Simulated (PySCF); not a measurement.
Species: C3H12Ge2OS.
SMILES with atom numbers: `[CH3:1][CH2:2][O:3][Ge@H:4]([GeH3:5])[S:6][CH3:7]` (hydrogens: H8, H9, H10 on C1; H11, H12 on C2; H13 on Ge4; H14, H15, H16 on Ge5; H17, H18, H19 on C7)

The calculation used PBE0-D3(BJ)/def2-SVP geometry optimisation, gas phase in PySCF.

Problem. Give the optimised bond lengths and angles.

Solution. 
| bond | length (Å) |
| --- | --- |
| C1–C2 | 1.515 |
| C2–O3 | 1.407 |
| O3–Ge4 | 1.786 |
| Ge4–Ge5 | 2.431 |
| Ge4–S6 | 2.226 |
| S6–C7 | 1.822 |
| C1–H8, C1–H9, C1–H10 | 1.101 |
| C2–H11 | 1.110 |
| C2–H12 | 1.104 |
| Ge4–H13 | 1.539 |
| Ge5–H14, Ge5–H15, Ge5–H16 | 1.538 |
| C7–H17, C7–H18, C7–H19 | 1.099 |

Bonds in one row agree within 0.01 Å and their mean is given. A selection of angles:
| angle | degrees |
| --- | --- |
| C2–C1–H8 | 110.6 |
| C2–C1–H9 | 110.1 |
| H8–C1–H9 | 108.5 |
| C1–C2–O3 | 112.1 |
| C1–C2–H11 | 109.6 |
| C1–C2–H12 | 110.1 |
| O3–C2–H11 | 111.5 |
| O3–C2–H12 | 107.2 |
| H11–C2–H12 | 106.2 |
| C2–O3–Ge4 | 121.8 |
| O3–Ge4–Ge5 | 111.3 |
| O3–Ge4–S6 | 110.9 |
| O3–Ge4–H13 | 101.9 |
| Ge5–Ge4–S6 | 106.9 |
| Ge5–Ge4–H13 | 116.0 |
| S6–Ge4–H13 | 109.9 |
| Ge4–Ge5–H14 | 109.4 |
| H14–Ge5–H15 | 109.3 |
| Ge4–S6–C7 | 99.7 |
| S6–C7–H17 | 111.3 |
| S6–C7–H19 | 106.8 |
| H17–C7–H18 | 109.8 |

Dihedral angles: C1–C2–O3–Ge4 94° (anticlinal); C2–O3–Ge4–Ge5 52° (synclinal); O3–Ge4–S6–C7 -62° (synclinal).

Ge4 (germanium bonded to Ge, O, S and H) is distorted tetrahedral (angles from 101.9° to 116.0°). S6 (sulfur bonded to C and Ge) is bent (angle 99.7°). Ge5 (germanium bonded to Ge and 3 H) is tetrahedral (angles from 109.1° to 110.5°). Of the pairs four or more bonds apart, S6···H8 is among the closest relative to their van der Waals radii: 3.00 Å, 100 % of the sum of Bondi's values.

Point group: C1 (no symmetry element, even within 0.4 Å). Stationary, but not proved a minimum. The numbers are those of one conformer.
